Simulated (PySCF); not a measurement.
C4H12O4Ti (SMILES C[O][Ti]([O]C)([O]C)[O]C), singlet, at a GFN2-xTB geometry (such geometries of metal compounds can be far from the true shape); DF-HF/6-31G** in PySCF.

Here is a job for PySCF.
```python
from pyscf import gto, scf

mol = gto.M(
    atom='''
Ti    0.19602624   -0.03307698    0.08517431
O    -1.51939867    0.14731289    0.35357079
C    -1.98994423    0.64490125    1.57025692
H    -1.59867019    1.66230384    1.74866106
H    -3.08982221    0.68845792    1.54398018
H    -1.68060457   -0.00915351    2.40409188
O     0.33180974   -0.84766475   -1.42954178
C    -0.42435284   -0.66480244   -2.58306497
H     0.01990371    0.11992038   -3.21776086
H    -0.44832220   -1.60085573   -3.16140320
H    -1.46054878   -0.38028409   -2.32597764
O     0.88996103   -0.95604241    1.37931825
C     0.88730172   -2.34777466    1.38082381
H     1.41376826   -2.74208824    0.49486502
H     1.39712590   -2.71598517    2.28409083
H    -0.14871883   -2.73233309    1.38303900
O     0.89298050    1.55622209    0.11421783
C     0.65260328    2.51505484   -0.86437782
H    -0.40364078    2.48363879   -1.19361958
H     0.86303675    3.51669816   -0.45871038
H     1.30744687    2.35447787   -1.73743967
''',
    basis='6-31g**',
    verbose=5,
)

mf = scf.RHF(mol)
mf = mf.density_fit(auxbasis='def2-universal-jkfit')
mf.kernel()
```

Output, abridged:

```
PySCF version 2.14.0

[INPUT] verbose = 5
[INPUT] max_memory = 4000
[INPUT] num. atoms = 21
[INPUT] num. electrons = 90
[INPUT] charge = 0
[INPUT] spin (= nelec alpha-beta = 2S) = 0
[INPUT] symmetry False subgroup None
[INPUT] Mole.unit = angstrom
[INPUT] Symbol           X                Y                Z      unit          X                Y                Z       unit  Magmom
[...]
[INPUT] ---------------- BASIS SET ----------------
[INPUT] l, kappa, [nprim/nctr], expnt,             c_1 c_2 ...
[INPUT] H
[...]
                                2.8253937         0.23472695
                                0.6401217         0.81375733
[...]
[INPUT] C
[...]
                                457.36951         0.0140373
                                103.94869         0.0688426
                                29.210155         0.2321844
                                9.286663          0.4679413
                                3.163927          0.362312
[...]
                                1.8812885         -0.1608542
                                0.5442493         1.1434564
[...]
                                1.8812885         0.316424
                                0.5442493         0.7443083
[...]
[INPUT] O
[...]
                                825.23495         0.0139501
                                188.04696         0.0684451
                                52.9645           0.2327143
                                16.89757          0.470193
                                5.7996353         0.3585209
[...]
                                3.5999336         -0.1480263
                                1.0137618         1.130767
[...]
                                3.5999336         0.3397528
                                1.0137618         0.7271586
[...]
[INPUT] Ti
[...]
                                6479.571          0.01372392
                                1475.675          0.0676283
                                415.6991          0.2337642
                                133.0006          0.4810696
                                45.27222          0.346228
[...]
                                207.9785          0.03233027
                                66.87918          0.124252
                                24.87347          -0.03903905
                                9.968441          -0.6171789
                                4.063826          -0.4473097
[...]
                                10.87565          0.07163103
[...]
  3.83733321e-01  4.07552626e-01  4.63566589e-01  5.01705836e-01
  5.09383891e-01  5.42984459e-01  7.32821248e-01  7.60916809e-01
  7.66655847e-01  7.89396187e-01  7.91262808e-01  8.06100191e-01
  8.11683724e-01  8.19809992e-01  8.62601736e-01  8.94805083e-01
  9.02759024e-01  9.14129234e-01  1.05584820e+00  1.07447835e+00
  1.07973493e+00  1.08150294e+00  1.08911360e+00  1.09709516e+00
  1.10512883e+00  1.10691944e+00  1.12275789e+00  1.13992005e+00
  1.15579194e+00  1.16900988e+00  1.18059118e+00  1.20729653e+00
  1.22107646e+00  1.24173473e+00  1.24837286e+00  1.27362965e+00
  1.30764366e+00  1.31613467e+00  1.34191349e+00  1.35241827e+00
  1.36906204e+00  1.38415492e+00  1.40497971e+00  1.43131592e+00
  1.45712784e+00  1.49193609e+00  1.51757894e+00  1.54548370e+00
  1.60096632e+00  1.62323107e+00  1.62972032e+00  1.64827955e+00
  1.66347404e+00  1.68832616e+00  1.71542530e+00  1.73784483e+00
  1.74624820e+00  1.79641638e+00  1.85294603e+00  1.86754791e+00
  1.90650873e+00  1.91592564e+00  1.96137500e+00  2.00675249e+00
  2.03377222e+00  2.04541720e+00  2.06988010e+00  2.11517982e+00
  2.13524933e+00  2.17602191e+00  2.22799876e+00  2.24144002e+00
  2.25903861e+00  2.26731622e+00  2.27847587e+00  2.29321085e+00
  2.30336888e+00  2.32935829e+00  2.33065218e+00  2.33562264e+00
  2.33657330e+00  2.33935439e+00  2.34201373e+00  2.34460804e+00
  2.35133315e+00  2.35622280e+00  2.37172312e+00  2.37781102e+00
  2.38176228e+00  2.38380561e+00  2.42578979e+00  2.44005678e+00
  2.45228258e+00  2.49752406e+00  2.57556071e+00  2.62929082e+00
  2.67936200e+00  2.70844491e+00  2.74715681e+00  2.75313556e+00
  2.78631013e+00  2.79969404e+00  2.88840694e+00  2.89921285e+00
  2.91644299e+00  2.92956541e+00  2.94148933e+00  2.95174157e+00
  2.95536114e+00  2.96312695e+00  2.97567622e+00  2.99820723e+00
  3.01283419e+00  3.04097819e+00  3.16541002e+00  3.17513804e+00
  3.18182116e+00  3.19674746e+00  3.20597755e+00  3.20997587e+00
  3.21436063e+00  3.23274277e+00  3.23631160e+00  3.27415717e+00
  3.29012681e+00  3.30509065e+00  3.53627287e+00  3.53922044e+00
  3.54990820e+00  3.55946588e+00  3.76245705e+00  3.77176870e+00
  3.77547443e+00  3.77845562e+00  3.78542288e+00  3.79487413e+00
  3.79836110e+00  3.80177105e+00]
E1 = -3275.811892577492  E2 = 1222.7802034875585  Ecoul = 1321.936829069962  Exc = -99.15662558240342
Extra cycle  E= -1306.39150521957  delta_E= -3.87e-11  |g|= 4.48e-06  |ddm|= 1.16e-05
converged SCF energy = -1306.39150521957
```
